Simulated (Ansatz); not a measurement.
The same atomization along the group F, Cl, Br.

Program: Ansatz. Geometries: PBE0-D4/def2-TZVP. ΔE: electronic, gas phase. CBS: MP2 limit from def2 TZ/QZ plus the TZ coupled-cluster correction, frozen cores. This one scheme is used for every species, atoms too. DFT in def2-TZVPP. No spin–orbit coupling; open shells (•) take unrestricted orbitals. Spin–orbit coupling would lower the free atoms: a little for Cl, F; clearly for Br, Ge. Bonds to Br, Ge are less sure, by a few kJ/mol each and by 10 to 20 or more in all where they break to atoms, as the def2 sets lack core-valence functions. Scalar relativity is left out up to krypton.

```
                    reaction  CCSD(T)/CBS(def2) (eV)
   `[F][Ge][F]` → 2 F• + Ge•                   11.28
`[Cl][Ge][Cl]` → 2 Cl• + Ge•                       ?
`[Br][Ge][Br]` → 2 Br• + Ge•                    7.54
```

(1) Fill in the missing values. (Best estimate.)

Largest T1 diagnostic: 0.015, for `[F][Ge][F]`.

Answers

(1) Ansatz gave: `[Cl][Ge][Cl]` → 2 Cl• + Ge•: +8.40 eV.

For atomizations the MP2-based limit and the directly extrapolated one differ by several kJ/mol either way, and by 10 to 25 for some Ge, Se and Sn compounds, so smaller differences from it don't rank the levels.
